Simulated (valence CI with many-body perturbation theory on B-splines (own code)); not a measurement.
# Kr XXIV: electric-dipole lines

Method: relativistic CI+MBPT: three valence electrons over a frozen Dirac-Fock core [Ne], radial functions for each j: 11 s, 11 p, 9 d, 7 f, 5 g, 2 h, 1 i, with the one-electron correlation potential Σ1 (screened to all orders), the two-electron term Σ2, the three-electron term Σ3, Breit, model QED; selected single and double excitations, second order for the rest (own B-spline code, finite nucleus).

No measured levels were compared; by estimate levels of excited configurations hold to 0.05 to 0.15 % of their energy, terms of the ground configuration to about 0.5 %.

Lines 1 to 50 of 277 in falling wavelength, among levels below 2003200 cm⁻¹, chosen from the strongest by gf and those to the six lowest levels. Wavelengths and rates use the calculated energies, so an error of 500 cm⁻¹ moves a line at 31.80 nm by 0.16 % and its rate by three times that or more. Electric multipoles are in the length gauge, E1 and E2 with the static RPA response of the core. Weak lines are less certain than strong ones. Lines between different terms over intervals too small for the method are left out, as are lines whose strength nearly cancels. Where a level lies close to another of its J and parity, the split of strength between their lines is uncertain. The highest levels of a list are the least certain.

Names give the largest LS component (configuration and term), which can be under half, so a name can repeat, a term be missing and a line seem to break the LS rules; names also repeat where a configuration has a term twice. Letters in brackets count levels of one name in rising energy.

| λ vac (nm) | Upper | Lower | A (s⁻¹) | log gf | Branch % |
| --- | --- | --- | --- | --- | --- |
| 31.80 | 3s3p² ⁴P_1/2 | 3s²3p ²P°_3/2 | 6.36e+07 | -2.71 | 8.3 |
| 30.09 | 3p³ ²D°_5/2 | 3s3p² ²P_3/2 | 1.46e+09 | -0.92 | 16.2 |
| 27.38 | 3p²3d ²F_7/2 [a] | 3s3p3d ²F°_7/2 [a] | 9.06e+08 | -1.09 | 3.9 |
| 27.27 | 3s3p² ⁴P_3/2 | 3s²3p ²P°_3/2 | 8.65e+07 | -2.41 | 86.1 |
| 26.80 | 3p²3d ²G_7/2 | 3s3p3d ²F°_5/2 [b] | 2.06e+09 | -0.75 | 8.0 |
| 25.54 | 3p³ ²D°_3/2 | 3s3p² ²P_1/2 | 2.29e+09 | -1.05 | 8.4 |
| 24.81 | 3s3p² ⁴P_5/2 | 3s²3p ²P°_3/2 | 6.40e+08 | -1.45 | 100.0 |
| 24.68 | 3p²3d ⁴F_9/2 | 3s3p3d ²F°_7/2 [a] | 2.01e+09 | -0.74 | 6.3 |
| 24.28 | 3s3p² ⁴P_1/2 | 3s²3p ²P°_1/2 | 7.02e+08 | -1.91 | 91.7 |
| 24.14 | 3p²3d ²P_1/2 [b] | 3s3p3d ²P°_3/2 [b] | 4.85e+09 | -1.07 | 6.7 |
| 23.60 | 3p²3d ²F_5/2 [a] | 3s3p3d ²F°_5/2 [a] | 1.72e+09 | -1.06 | 6.4 |
| 23.58 | 3p²3d ²G_9/2 | 3s3p3d ²F°_7/2 [b] | 3.84e+09 | -0.50 | 13.0 |
| 22.35 | 3p³ ²P°_1/2 | 3s3p² ²S_1/2 | 7.50e+09 | -0.95 | 17.7 |
| 22.01 | 3p²3d ²D_3/2 [b] | 3s3p3d ²P°_1/2 [a] | 3.22e+09 | -1.03 | 4.7 |
| 21.55 | 3s3p² ⁴P_3/2 | 3s²3p ²P°_1/2 | 1.39e+07 | -3.41 | 13.9 |
| 21.51 | 3p²3d ²F_7/2 [a] | 3s3p3d ⁴D°_7/2 | 1.65e+09 | -1.04 | 7.1 |
| 21.47 | 3p²3d ²F_7/2 [a] | 3s3p3d ⁴D°_5/2 | 3.44e+09 | -0.72 | 14.9 |
| 21.42 | 3p²3d ⁴F_3/2 | 3s3p3d ⁴D°_1/2 | 5.13e+09 | -0.85 | 14.2 |
| 21.28 | 3p³ ²D°_3/2 | 3s3p² ²D_3/2 | 2.55e+09 | -1.16 | 9.3 |
| 21.24 | 3p²3d ⁴D_3/2 | 3s3p3d ²D°_5/2 [a] | 3.81e+09 | -0.99 | 6.8 |
| 21.16 | 3p²3d ⁴D_5/2 | 3s3p3d ²D°_5/2 [a] | 2.38e+09 | -1.02 | 4.4 |
| 20.99 | 3p²3d ²F_5/2 [b] | 3s3p3d ²F°_5/2 [b] | 3.14e+09 | -0.91 | 2.5 |
| 20.92 | 3p²3d ⁴D_1/2 | 3s3p3d ⁴P°_1/2 | 7.56e+09 | -1.00 | 15.4 |
| 20.88 | 3p²3d ²F_7/2 [b] | 3s3p3d ²D°_5/2 [b] | 4.36e+09 | -0.64 | 3.6 |
| 20.73 | 3s3p² ²D_3/2 | 3s²3p ²P°_3/2 | 1.66e+08 | -2.37 | 1.6 |
| 20.71 | 3p³ ²P°_3/2 | 3s3p² ²P_3/2 | 5.75e+09 | -0.83 | 11.8 |
| 20.69 | 3p²3d ²F_5/2 [b] | 3s3p3d ²F°_7/2 [b] | 3.67e+09 | -0.85 | 2.9 |
| 20.58 | 3p³ ²D°_5/2 | 3s3p² ²D_5/2 | 4.99e+09 | -0.72 | 55.3 |
| 20.08 | 3p²3d ²G_9/2 | 3s3p3d ²F°_7/2 [a] | 8.10e+09 | -0.31 | 27.5 |
| 20.00 | 3p²3d ²F_5/2 [a] | 3s3p3d ⁴D°_3/2 | 5.70e+09 | -0.69 | 21.1 |
| 19.91 | 3p²3d ²F_5/2 [a] | 3s3p3d ⁴P°_5/2 | 2.89e+09 | -0.99 | 10.7 |
| 19.81 | 3p²3d ⁴F_9/2 | 3s3p3d ⁴D°_7/2 | 5.15e+09 | -0.52 | 16.2 |
| 19.61 | 3p²3d ⁴D_3/2 | 3s3p3d ⁴P°_3/2 | 4.24e+09 | -1.01 | 7.6 |
| 19.54 | 3p²3d ⁴D_5/2 | 3s3p3d ⁴P°_3/2 | 2.49e+09 | -1.07 | 4.6 |
| 19.44 | 3s3p² ²D_5/2 | 3s²3p ²P°_3/2 | 3.82e+09 | -0.89 | 100.0 |
| 19.41 | 3p²3d ⁴D_5/2 | 3s3p3d ⁴D°_7/2 | 2.68e+09 | -1.04 | 5.0 |
| 19.39 | 3p²3d ²P_3/2 [b] | 3s3p3d ²P°_1/2 [a] | 3.71e+09 | -1.08 | 4.5 |
| 19.37 | 3p²3d ⁴D_5/2 | 3s3p3d ⁴D°_5/2 | 3.60e+09 | -0.91 | 6.7 |
| 19.31 | 3p³ ²D°_5/2 | 3s3p² ²D_3/2 | 9.82e+08 | -1.48 | 10.9 |
| 19.14 | 3p²3d ²F_7/2 [b] | 3s3p3d ²F°_5/2 [b] | 2.34e+09 | -0.99 | 1.9 |
| 18.94 | 3p³ ⁴S°_3/2 | 3s3p² ²D_3/2 | 6.22e+08 | -1.87 | 1.1 |
| 18.92 | 3p²3d ²F_5/2 [b] | 3s3p3d ²P°_3/2 [a] | 7.06e+09 | -0.64 | 5.7 |
| 18.89 | 3p²3d ²F_7/2 [b] | 3s3p3d ²F°_7/2 [b] | 6.44e+09 | -0.56 | 5.3 |
| 18.84 | 3p²3d ⁴F_7/2 | 3s3p3d ⁴F°_9/2 | 1.04e+10 | -0.35 | 27.2 |
| 18.79 | 3p²3d ⁴D_7/2 | 3s3p3d ²D°_5/2 [a] | 5.87e+09 | -0.60 | 12.9 |
| 18.64 | 3p²3d ²F_5/2 [a] | 3s3p3d ⁴F°_7/2 | 9.65e+09 | -0.52 | 35.7 |
| 18.61 | 3s3p3d ²F°_7/2 [a] | 3s²3d ²D_5/2 | 4.10e+09 | -0.77 | 9.4 |
| 18.55 | 3p²3d ⁴F_3/2 | 3s3p3d ⁴F°_5/2 | 1.02e+10 | -0.68 | 28.3 |
| 18.41 | 3p²3d ²G_7/2 | 3s3p3d ²F°_5/2 [a] | 1.36e+10 | -0.26 | 53.0 |
| 18.32 | 3p²3d ⁴F_5/2 | 3s3p3d ⁴F°_7/2 | 3.66e+09 | -0.96 | 13.1 |

(1) How does gf follow from A for the line at 22.35 nm?

Results:

(1) gf = 1.4992 × (2J+1)_upper × A / σ², with σ = 447359 cm⁻¹ and 2J+1 = 2: gf = 0.112.
